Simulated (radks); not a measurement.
Values are calculated unless marked as measured or tabulated.
All-electron atom: the tin ion Sn3+ in [Kr] 4d10 5s1.

Code: a radial shooting solver on a logarithmic mesh with Libxc functionals. Model: scalar-relativistic Kohn-Sham, r2SCAN, spin-polarised, spherical densities, finite nucleus; open shells are filled with parallel spins first (spin-orbit coupling, left out, can overturn this in heavy ions); meta-GGA in the generalised Kohn-Sham scheme; Fermi nuclear charge, rms radius 4.6519 fm.

Energy parts (eV):
part                       energy
total                 -168057.655
kinetic                175467.521
electron-nucleus      -404996.091
Hartree                 65949.969
exchange-correlation    -4479.053

Orbitals (lengths in bohr, moments of r in powers of bohr; <r^-3> diverges for s and p1/2; r(max) is where P^2 peaks):
orbital  occ.  eigenvalue (eV)   r(max)  <r^-3>      <r^4>      <r>
1s up       1        -29097.01  0.01878       -  3.412e-06  0.02906
1s down     1        -29096.96  0.01878       -  3.412e-06  0.02906
2s up       1        -4433.269   0.1060       -  0.0005928   0.1255
2s down     1        -4433.268   0.1060       -  0.0005928   0.1255
2p up       3        -3979.812  0.08496    4697  0.0004272   0.1096
2p down     3        -3979.800  0.08496    4697  0.0004272   0.1096
3s up       1        -885.6666   0.3071       -    0.02624   0.3386
3s down     1        -885.6224   0.3071       -    0.02624   0.3386
3p up       3        -736.3974   0.3006   873.1    0.02786   0.3372
3p down     3        -736.3510   0.3007   873.2    0.02786   0.3372
3d up       5        -507.0553   0.2515   119.5    0.02551   0.3146
3d down     5        -507.0168   0.2515   119.5    0.02550   0.3146
4s up       1        -167.0033   0.7467       -     0.8625   0.8205
4s down     1        -166.8914   0.7470       -     0.8588   0.8204
4p up       3        -121.7364   0.7890   154.4      1.249   0.8868
4p down     3        -121.6114   0.7893   154.5      1.232   0.8856
4d up       5         -55.8996   0.8853   14.71      3.432    1.083
4d down     5         -55.5513   0.8842   14.92      3.216    1.073
5s up       1         -36.6755    1.906       -      36.59    2.117
5s down     0         -34.2791    1.887       -      37.33    2.116

The highest occupied level is 5s up at -36.675 eV. The density falls to 0.001 e/bohr^3 at r = 3.32 bohr. The electron density at the nucleus is 1.965e+05 e/bohr^3 (large components only). The spin density at the nucleus is 53.34 e/bohr^3 (1s 0.38, 2s 0.23, 3s 0.06, 4s 0.29, 5s 52.37).
